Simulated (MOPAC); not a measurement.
MOPAC input (PM7):

```
PM7 PRECISE GNORM=0.05 LET XYZ UHF MS=0.5 GEO-OK AUX(PRECISION=9) THREADS=1
HCl3NSi

N     1.78731400 1   -0.10578100 1   -0.91345100 1
Si    0.24483300 1   -0.01837700 1   -0.13252800 1
Cl    0.33779800 1   -0.97955700 1    1.66928200 1
Cl   -0.27338700 1    1.94090700 1    0.13520000 1
Cl   -1.15084700 1   -0.92250000 1   -1.29767900 1
H     2.53055100 1    0.33728300 1   -0.36609000 1
```

From the output:

```
                                                       MOPAC v23.2.5 Linux

          FINAL HEAT OF FORMATION =        -79.10806 KCAL/MOL =    -330.98814 KJ/MOL

          COSMO AREA              =        138.22 SQUARE ANGSTROMS
          COSMO VOLUME            =        131.63 CUBIC ANGSTROMS

          GRADIENT NORM           =          0.01936          =       0.00790 PER ATOM
          IONIZATION POTENTIAL    =         10.858184 EV
          ALPHA SOMO LUMO (EV)    =        -11.750 -1.605
          BETA  SOMO LUMO (EV)    =        -10.858 -2.663
          NO. OF ALPHA ELECTRONS  =         16
          NO. OF BETA  ELECTRONS  =         15
          MOLECULAR WEIGHT        =        149.4591         POINT GROUP:  Cs

          MOLECULAR DIMENSIONS (Angstroms)

            Atom       Atom       Distance
            H     6   Cl     5     4.00974
           Cl     3   Cl     4     3.29589
           Cl     3    N     1     2.33944

          SCF CALCULATIONS        =         18

   ATOM   CHEMICAL          X               Y               Z
  NUMBER   SYMBOL      (ANGSTROMS)     (ANGSTROMS)     (ANGSTROMS)

     1       N          1.78947426  *  -0.10534497  *  -0.91351698  *
     2      Si          0.21920975  *  -0.01118188  *  -0.10859854  *
     3      Cl          0.31700233  *  -0.95782525  *   1.65428665  *
     4      Cl         -0.28340441  *   1.91118370  *   0.14723872  *
     5      Cl         -1.11638535  *  -0.91095593  *  -1.28941763  *
     6       H          2.63611777  *   0.27660667  *  -0.52362367  *

                             CARTESIAN COORDINATES

   1    N        1.789474259    -0.105344970    -0.913516985
   2   Si        0.219209755    -0.011181876    -0.108598544
   3   Cl        0.317002334    -0.957825245     1.654286649
   4   Cl       -0.283404411     1.911183698     0.147238723
   5   Cl       -1.116385347    -0.910955933    -1.289417633
   6    H        2.636117765     0.276606669    -0.523623672

           Empirical Formula: H N Si Cl3  =     6 atoms

      MOLECULAR POINT GROUP   :   Cs

          ALPHA EIGENVALUES
 -35.02502 -27.20593 -26.02987 -25.77883 -17.60999 -16.05598 -15.59387 -15.19781
 -13.36730 -13.34983 -12.54476 -12.47313 -12.01732 -11.98962 -11.77762 -11.74958
  -1.60537  -1.58417  -1.11571   2.83463   5.18813  19.97904  20.03561  20.45962
  20.47356  21.20529  68.00569  68.09321  68.10345  68.18404  68.29379  68.47136
  68.76071  68.91245  69.17502  69.24274  69.49179  69.53582  69.68765  69.96514
  70.07645

           BETA EIGENVALUES
 -32.60037 -27.06184 -25.89939 -25.78383 -17.03960 -15.94564 -15.19750 -15.13055
 -13.02000 -12.69416 -12.51459 -12.09909 -11.95420 -11.77570 -10.85818  -2.66323
  -1.58956  -0.82352  -0.43089   3.07756   5.57973  19.97663  20.01764  20.46406
  20.64562  21.23311  68.03230  68.09513  68.11617  68.19400  68.29675  68.47409
  68.77342  68.91954  69.18872  69.24396  69.49408  69.54206  69.68980  69.98341
  70.07303

              NET ATOMIC CHARGES AND DIPOLE CONTRIBUTIONS

  ATOM NO.   TYPE          CHARGE      No. of ELECS.   s-Pop       p-Pop       d-Pop
    1          N          -0.389440        5.3894     1.73485     3.65459
    2         Si           0.364806        3.6352     0.76564     2.57589     0.29367
    3         Cl          -0.088564        7.0886     1.97899     5.10653     0.00304
    4         Cl          -0.088577        7.0886     1.97899     5.10654     0.00304
    5         Cl          -0.077548        7.0775     1.97790     5.09650     0.00315
    6          H           0.279324        0.7207     0.72068
 DIPOLE           X         Y         Z       TOTAL
 POINT-CHG.     0.975     0.482     0.530     1.210
 HYBRID         0.398     0.284     0.382     0.621
 SUM            1.373     0.766     0.912     1.818

          ATOMIC ORBITAL ELECTRON POPULATIONS

     Atom    s        px        py        pz      x^2-y^2     xz        z^2       yz        xy
    1  N   1.73485   1.18215   1.08848   1.38396
    2 Si   0.76564   0.89157   0.86034   0.82398   0.06364   0.06804   0.05538   0.05305   0.05356
    3 Cl   1.97899   1.93143   1.77561   1.39949   0.00025   0.00070   0.00099   0.00092   0.00019
    4 Cl   1.97899   1.88796   1.30615   1.91243   0.00086   0.00024   0.00045   0.00057   0.00091
    5 Cl   1.97790   1.62063   1.78569   1.69018   0.00083   0.00074   0.00052   0.00045   0.00061
    6  H   0.72068

                    (SZ)    =    0.500000
                    (S**2)  =    0.765262

          ATOMIC ORBITAL SPIN POPULATIONS

    Atom   Total    s     px     py     pz   x^2-y^2  xz     z^2    yz     xy
         Atomic
    1  N  1.0877  0.019  0.091  0.725  0.253
    2 Si -0.0897 -0.012 -0.063 -0.015 -0.011 -0.000 -0.001  0.003  0.003  0.008
    3 Cl  0.0275 -0.000 -0.001  0.000  0.028  0.000  0.000 -0.000 -0.000 -0.000
    4 Cl  0.0275 -0.000  0.007  0.015  0.006  0.000  0.000 -0.000  0.000  0.000
    5 Cl -0.0118 -0.000 -0.004 -0.002 -0.006 -0.000  0.000 -0.000  0.000  0.000
    6  H -0.0413 -0.041

 **********************
 *                    *
 * JOB ENDED NORMALLY *
 *                    *
 **********************

 == MOPAC DONE ==
```

The geometry given is a B3LYP-D3(BJ)/def2-TZVP minimum.
